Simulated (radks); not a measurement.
Question: Valence configurations of the praseodymium ion Pr+ (all share [Xe]). Calculated with a radial shooting solver on a logarithmic mesh with Libxc functionals: scalar-relativistic Kohn-Sham, PBE, spin-polarised, spherical densities, finite nucleus; open shells are filled with parallel spins first (spin-orbit coupling, left out, can overturn this in heavy ions); Fermi nuclear charge, rms radius 4.8919 fm. Order these by energy: 4f1 6s1 6p2; 4f2.5 6s1.5; 4f3 6p1; 4f3 6s1; 4f2 6s2; 4f3 5d1; 4f3 5d0.5 6s0.5; 4f2 5d0.5 6s1.5; 4f3.5 6s0.5; 4f2.5 6s1 6p0.5.

Answer: From the lowest, in eV above it: 4f3 6s1 0.000; 4f3 5d0.5 6s0.5 0.397; 4f2.5 6s1.5 0.689; 4f3 5d1 0.860; 4f3.5 6s0.5 0.882; 4f2.5 6s1 6p0.5 1.893; 4f2 5d0.5 6s1.5 2.347; 4f2 6s2 2.751; 4f3 6p1 2.948; 4f1 6s1 6p2 18.583. NIST lists [Xe] 4f3 6s1 as the ground configuration; this level of theory agrees among the configurations tried. The energies are those of spherical high-spin densities, not of single terms.
